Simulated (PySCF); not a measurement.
Compound: C4H6O3S.
SMILES with atom numbers: `[CH2:1]=[CH:2][C:3](=[CH2:4])[S:5](=[O:6])(=[O:7])[OH:8]` (hydrogens: H9, H10 on C1; H11 on C2; H12, H13 on C4; H14 on O8)

The same species was optimised twice, with GFN2-xTB and with PBE0-D3(BJ)/def2-SVP (PySCF), and the same property calculations (PySCF, gas phase) were run on both structures.

```csv
coordinate,GFN2-xTB,PBE0-D3(BJ)/def2-SVP,change
C2–C3 (Å),1.441,1.460,+0.019
S5=O7 (Å),1.425,1.443,+0.018
S5=O6 (Å),1.433,1.451,+0.018
C3=C4 (Å),1.325,1.340,+0.015
C1=C2 (Å),1.328,1.338,+0.010
C3–S5 (Å),1.796,1.787,-0.009
S5–O8 (Å),1.623,1.623,0.000
O6–S5–O7 (°),118.7,122.0,+3.3
C1–C2–C3 (°),124.3,127.3,+3.0
O7–S5–O8 (°),108.1,105.5,-2.6
C2–C3–C4 (°),127.2,124.8,-2.4
C2–C3–S5 (°),117.1,119.5,+2.4
C3–S5–O7 (°),111.4,109.4,-2.0
O6–S5–O8 (°),106.2,107.3,+1.1
C3–S5–O8 (°),100.8,101.7,+0.9
C1–C2–C3–C4 (°),-179,178,-3
C2–C3–S5–O6 (°),-175,-176,-1
```

Rotational constants: A = 2548, B = 1812, C = 1360 MHz (GFN2-xTB) against A = 2536, B = 1749, C = 1315 MHz (PBE0-D3(BJ)/def2-SVP). Point groups within 0.08 Å: C1 and C1.

On the GFN2-xTB structure: lowest singlet, TDDFT (eV) 5.83 [wB97X-D/def2-SVPD]; lowest triplet, Tamm–Dancoff (eV) 3.34 [wB97X-D/def2-SVPD]; isotropic polarisability (au) 79.1 [wB97X-D/def2-SVPD]; HOMO (eV) -9.45 [wB97X-D/def2-SVPD]; LUMO (eV) -0.02 [wB97X-D/def2-SVPD]; dipole (D) 4.02 [wB97X-D/def2-SVPD]; HOMO (eV) -7.64 [PBE0/pcSseg-1]; LUMO (eV) -1.70 [PBE0/pcSseg-1]; dipole (D) 3.89 [PBE0/pcSseg-1]; GIAO shielding of C1 (ppm) 50.4 [PBE0/pcSseg-1]; GIAO shielding of C2 (ppm) 53.8 [PBE0/pcSseg-1]; GIAO shielding of C3 (ppm) 31.2 [PBE0/pcSseg-1]; GIAO shielding of C4 (ppm) 59.2 [PBE0/pcSseg-1]; GIAO shielding of S5 (ppm) 194.5 [PBE0/pcSseg-1]; GIAO shielding of O6/O7 (mean) (ppm) 104.7 [PBE0/pcSseg-1]; GIAO shielding of O8 (ppm) 123.2 [PBE0/pcSseg-1].

Q: What do these properties become on the PBE0-D3(BJ)/def2-SVP structure?

A: 
```
                                    property              level  on GFN2-xTB  on PBE0-D3(BJ)/def2-SVP  change
                  lowest singlet, TDDFT (eV)  wB97X-D/def2-SVPD         5.83                     5.71   -0.12
           lowest triplet, Tamm–Dancoff (eV)  wB97X-D/def2-SVPD         3.34                     3.26   -0.08
               isotropic polarisability (au)  wB97X-D/def2-SVPD         79.1                     80.9    +1.8
                                   HOMO (eV)  wB97X-D/def2-SVPD        -9.45                    -9.45    0.00
                                   LUMO (eV)  wB97X-D/def2-SVPD        -0.02                    -0.12   -0.10
                                  dipole (D)  wB97X-D/def2-SVPD         4.02                     4.43   +0.41
energy, GFN2-xTB geometry as zero (kcal/mol)  wB97X-D/def2-SVPD          0.0                     -3.1    -3.1
                                   HOMO (eV)      PBE0/pcSseg-1        -7.64                    -7.63   +0.01
                                   LUMO (eV)      PBE0/pcSseg-1        -1.70                    -1.80   -0.10
                                  dipole (D)      PBE0/pcSseg-1         3.89                     4.34   +0.45
energy, GFN2-xTB geometry as zero (kcal/mol)      PBE0/pcSseg-1          0.0                     -3.3    -3.3
                  GIAO shielding of C1 (ppm)      PBE0/pcSseg-1         50.4                     50.0    -0.4
                  GIAO shielding of C2 (ppm)      PBE0/pcSseg-1         53.8                     50.4    -3.4
                  GIAO shielding of C3 (ppm)      PBE0/pcSseg-1         31.2                     29.4    -1.8
                  GIAO shielding of C4 (ppm)      PBE0/pcSseg-1         59.2                     51.7    -7.5
                  GIAO shielding of S5 (ppm)      PBE0/pcSseg-1        194.5                    185.3    -9.2
        GIAO shielding of O6/O7 (mean) (ppm)      PBE0/pcSseg-1        104.7                     97.2    -7.5
                  GIAO shielding of O8 (ppm)      PBE0/pcSseg-1        123.2                    118.7    -4.5
```

The heavy atoms differ by 0.056 Å rms after alignment. Among bonds between heavy atoms C2–C3, S5=O6 and S5=O7 change most and about equally (+0.018 to +0.019 Å). Changes are differences of the printed values. Neither structure is proved a minimum here.

The values belong to the conformer `[CH2:1]=[CH:2][C:3](=[CH2:4])[S:5](=[O:6])(=[O:7])[OH:8]`: C1–C2–C3–C4 178°, C2–C3–S5–O6 -176°, H–O8–S5–C3 -89°.

wB97X-D is run here without its empirical dispersion term; that term would change no orbital, density or response property at a fixed geometry.
